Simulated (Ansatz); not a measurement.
Consider the cleavage of the Si–Si bond: `C=C1C[SiH]1[SiH3]` + `OBCO` → `OCBO[SiH3]` + `C=C1C[SiH2]1`.

Isolated molecules relaxed with PBE0-D4/def2-TZVP in Ansatz; ΔE leaves out vibrations. CCSD(T)/CBS is the MP2 limit (def2-TZVPP, def2-QZVPP) plus CCSD(T) − MP2 in def2-TZVPP, frozen cores. Functionals use def2-TZVPP. B3LYP here is the variant with VWN-RPA as its local correlation; programs differ in this. One conformer a species, not always the lowest.

**Question.** Is it downhill or uphill in electronic energy at CCSD(T)/CBS, and by how much? (Best estimate.)

**Answer.** The calculation gave: Downhill: ΔE = -64.1 kJ/mol.

**Question.** What do these levels give: PBE-D4, B3LYP-D4, ωB97X-V, ωB97M-V, PBE, r2SCAN, PBE0, HF/def2-TZVPP, CCSD/def2-TZVPP, CCSD(T)/def2-TZVPP, SCS-MP2/def2-QZVPP, HF/CBS(def2)? (Best estimate.)

**Answer.** Computed: PBE-D4 -35.1, B3LYP-D4 -63.2, ωB97X-V -63.0, ωB97M-V -66.6, PBE -37.4, r2SCAN -54.6, PBE0 -46.5, HF/def2-TZVPP -98.2, CCSD/def2-TZVPP -69.3, CCSD(T)/def2-TZVPP -63.8, SCS-MP2/def2-QZVPP -76.8, HF/CBS(def2) -100.8 kJ/mol.

Largest T1 diagnostic among the species: 0.013.

The D4 term adds +3.8 kJ/mol with B3LYP and +2.2 kJ/mol with PBE0; it sums over pairs of atoms, weighted by their polarisabilities, and B3LYP, whose exchange is more repulsive, gets the larger term. From PBE to PBE0 (25 % exact exchange), in def2-TZVPP and without D4, ΔE moves by −9.1 kJ/mol. In def2-TZVPP, CCSD(T) changes the Hartree–Fock value by +34.5 kJ/mol (the triples alone add +5.6 kJ/mol) and MP2 by +29.8 kJ/mol.
